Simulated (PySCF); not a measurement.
`[C@H]12[C@](C=C)(CC=C1)C2`, C8H10

Molfile (atoms numbered from 1):
```
C8H10
     RDKit          3D

 18 19  0  0  0  0  0  0  0  0999 V2000
    2.6035    0.4565   -0.2517 C   0  0  0  0  0  0  0  0  0  0  0  0
    1.4149    0.9903   -0.0156 C   0  0  0  0  0  0  0  0  0  0  0  0
    0.1199    0.3092   -0.1582 C   0  0  2  0  0  0  0  0  0  0  0  0
   -1.1391    1.0399    0.2916 C   0  0  0  0  0  0  0  0  0  0  0  0
   -2.0105   -0.0468    0.8530 C   0  0  0  0  0  0  0  0  0  0  0  0
   -1.4196   -1.2344    0.8297 C   0  0  0  0  0  0  0  0  0  0  0  0
   -0.0910   -1.1632    0.1882 C   0  0  1  0  0  0  0  0  0  0  0  0
   -0.1053   -0.7119   -1.2427 C   0  0  0  0  0  0  0  0  0  0  0  0
    2.7249   -0.5620   -0.5807 H   0  0  0  0  0  0  0  0  0  0  0  0
    3.5099    1.0216   -0.1210 H   0  0  0  0  0  0  0  0  0  0  0  0
    1.3509    2.0177    0.3219 H   0  0  0  0  0  0  0  0  0  0  0  0
   -1.6277    1.5588   -0.5370 H   0  0  0  0  0  0  0  0  0  0  0  0
   -0.9131    1.7871    1.0582 H   0  0  0  0  0  0  0  0  0  0  0  0
   -2.9953    0.1663    1.2324 H   0  0  0  0  0  0  0  0  0  0  0  0
   -1.8244   -2.1573    1.2075 H   0  0  0  0  0  0  0  0  0  0  0  0
    0.7101   -1.7970    0.5378 H   0  0  0  0  0  0  0  0  0  0  0  0
   -1.0539   -0.6978   -1.7597 H   0  0  0  0  0  0  0  0  0  0  0  0
    0.7373   -0.9708   -1.8655 H   0  0  0  0  0  0  0  0  0  0  0  0
  1  2  2  0
  3  2  1  6
  3  4  1  0
  4  5  1  0
  5  6  2  0
  6  7  1  0
  7  8  1  0
  7  3  1  0
  8  3  1  0
  1  9  1  0
  1 10  1  0
  2 11  1  0
  4 12  1  0
  4 13  1  0
  5 14  1  0
  6 15  1  0
  7 16  1  6
  8 17  1  0
  8 18  1  0
M  END
```

Method used: PySCF, TDDFT CAM-B3LYP/def2-SVPD circular dichroism and optical rotation, one conformer, gas phase. Geometry: GFN2-xTB.

The molecule is flexible and this is one conformer; a measurement averages over conformers. States above about 7.9 eV (minus the energy of the highest occupied orbital) lie near or above the ionisation threshold and depend on the basis.

Task: Draw the ECD and absorption spectra from the lowest 12 states, each a Gaussian of half-width 0.25 eV at 1/e height.

Result: 
```csv
E (eV),λ (nm),Δε (L mol⁻¹ cm⁻¹),ε (L mol⁻¹ cm⁻¹)
5.67,219,+2.01,323
5.77,215,+8.48,1360
5.87,211,+25.76,4190
5.97,208,+56.10,9380
6.07,204,+85.45,15400
6.17,201,+84.15,18900
6.27,198,+35.10,18100
6.37,195,-38.69,15100
6.47,192,-88.18,12900
6.57,189,-84.55,12100
6.67,186,-47.12,11500
6.77,183,-20.23,9970
6.87,180,-23.86,7460
6.97,178,-38.56,4780
7.07,175,-39.69,2690
7.17,173,-26.43,1460
7.27,170,-11.78,1090
7.37,168,-2.63,1550
7.47,166,+2.82,2790
7.57,164,+7.39,4410
7.67,162,+10.57,5600
7.77,160,+10.16,5590
```
Δε uses R in velocity form, ε uses f in length form. Only the states computed contribute, so the short-wavelength end is incomplete.
